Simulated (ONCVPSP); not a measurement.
**Which change was made? (Ti, ONCV)**

| Quantity | Value |
| --- | --- |
| Element | titanium (Ti) |
| Generator | ONCVPSP 4.0.1 |
| Type | optimised norm-conserving Vanderbilt (ONCV) |
| Functional | PBE |
| Relativity | scalar-relativistic |
| Frozen core | [Ne] 3s2 |
| Valence charge | 10 |
| Reference configuration | 3p6 3d2 4s2 |
| Partial waves | 4s: rc 3.00 bohr, ncon 4, nbas 7, qcut 1.9 1/bohr, 3 projectors, debl 3.8 Ha; 3p: rc 1.15 bohr, ncon 4, nbas 8, qcut 6.3 1/bohr, 2 projectors, debl 3.7 Ha; 3d: rc 2.10 bohr, ncon 3, nbas 8, qcut 7.1 1/bohr, 1 projector |
| Local potential | polynomial inside 0.75 bohr (lpopt 1, dvloc0 2 Ha) |
| Core correction | polynomial model core, fcfact 0.7 |

Cutoffs, loose and tight: the cutoffs (Ha) at which the residual kinetic energy of the hardest occupied pseudo-wave falls to 1 and 0.1 mHa per electron. They do not see the model core or the augmentation charge, which bear on the density cutoff. Test errors are all-electron minus pseudo excitation energies from the reference, over the configurations 3p6 3d2 4s1; 3p6 3d2 4s0; 3p6 3d1 4s0; 3p5 3d2 4s2; variants that change the core or the reference have their own tests.

The base gives: outcome: generated; cutoff, loose: 19 Ha; cutoff, tight: 50 Ha; bound ghosts: none; GHOST(+) flags above zero: s; largest test error (meV): -305.

After one change the result is: outcome: generated; cutoff, loose: 61 Ha; cutoff, tight: 211 Ha; bound ghosts: none; GHOST(+) flags above zero: s; largest test error (meV): -299. Which change was it?
A. p: rc 0.76
B. p: rc 0.92
C. p: rc 1.02

B. The others give: p: rc 0.76 → outcome: generated; cutoff, loose: 119 Ha; cutoff, tight: 342 Ha; bound ghosts: none; GHOST(+) flags above zero: s, p; largest test error (meV): -297 | p: rc 1.02 → outcome: generated; cutoff, loose: 30 Ha; cutoff, tight: 171 Ha; bound ghosts: none; GHOST(+) flags above zero: s; largest test error (meV): -302.
